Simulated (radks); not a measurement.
Results of a calculation; reference values are marked as such.
Radial electron density D(r) = 4 pi r^2 rho(r) of an atom or ion with 45.25 electrons. Code: a radial shooting solver on a logarithmic mesh with Libxc functionals. Model: scalar-relativistic Kohn-Sham, PBE, spin-polarised, spherical densities, finite nucleus; Fermi nuclear charge, rms radius of each element as measured or else 0.836 A^(1/3) + 0.57 fm.

```
   r/bohr * D(r) (the largest magnitude, 73.6, reaches the edge; | marks zero)
 0.002134 |  *
 0.002801 |    *
 0.003677 |       *
 0.004788 |           *
 0.006285 |                *
 0.008249 |                       *
  0.01074 |                              *
   0.0141 |                                     *
  0.01851 |                                          *
   0.0241 |                                           *
  0.03163 |                                        *
  0.04152 |                                     *
  0.05406 |                                      *
  0.07096 |                                               *
  0.09314 |                                                      *
   0.1213 |                                                   *
   0.1592 |                                       *
    0.209 |                                    *
   0.2721 |                                          *
   0.3571 |                                       *
   0.4688 |                      *
   0.6153 |           *
   0.8012 |           *
    1.052 |           *
     1.38 |       *
    1.798 |   *
    2.359 |*
    3.097 *
    4.033 *
    5.293 *
```

What is the nuclear charge?

Answer. Z = 46. The innermost maximum, from 1s, lies near gamma/Z bohr with gamma = sqrt(1 - (Z/c)^2) = 0.942, here 0.0205 bohr (found: 0.0224), and its height grows with Z. The density is that of the palladium ion Pd0.75+ in [Ar] 3d10 4s2 4d10 4p(up 3, down 2.25); the configuration itself is not fixed sharply by these data, and Z only to a few units. D(r) has 4 maxima, at r = 0.0224, 0.0993, 0.297, 0.911 bohr, and minima at 0.0443, 0.194, 0.677 bohr, inside which lie 2.01, 11.18, 29.02 electrons.
